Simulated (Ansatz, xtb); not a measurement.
Diatomic PO, multiplicity 2 (the spin of the measured ground state).

Constants: fifth-degree fit in 1/R to seven points, most abundant isotopes. Runs in def2 and cc sets follow the lowest solution found near the PBE0 minimum.

The values were computed with Ansatz (Gaussian basis) for Hartree–Fock, density functionals and correlated methods; xtb for the GFN methods. Each number belongs to the level named beside it. The GFN methods have no spin term and hold the electronic entropy of 300 K.

Question: What bond length and harmonic frequency does GFN2-xTB give?

Answer: r_e = 1.455 Å, ω_e = 1319 cm⁻¹.

Question: What bond length and harmonic frequency does SVWN5/def2-TZVPP give, and what D_e (from each atom's lowest state at the same level)?

Answer: r_e = 1.483 Å, ω_e = 1237 cm⁻¹, D_e = 7.79 eV.

Question: What bond length and harmonic frequency does wB97X-V/def2-TZVPP give, and what D_e (from each atom's lowest state at the same level)?

Answer: r_e = 1.472 Å, ω_e = 1310 cm⁻¹, D_e = 6.30 eV.

Measured for the ground state: r_e 1.476 Å [NIST CCCBDB]. ω_e 1233.3 cm-1, ω_e x_e 6.56 cm-1, B_e 0.73322 cm-1, α_e 0.0054662 cm-1 [Irikura, J. Phys. Chem. Ref. Data 36, 389 (2007)]. dipole 1.88 D [compilation of Liu, Meijer and Pérez-Ríos].

Ansatz is an electronic-structure program.
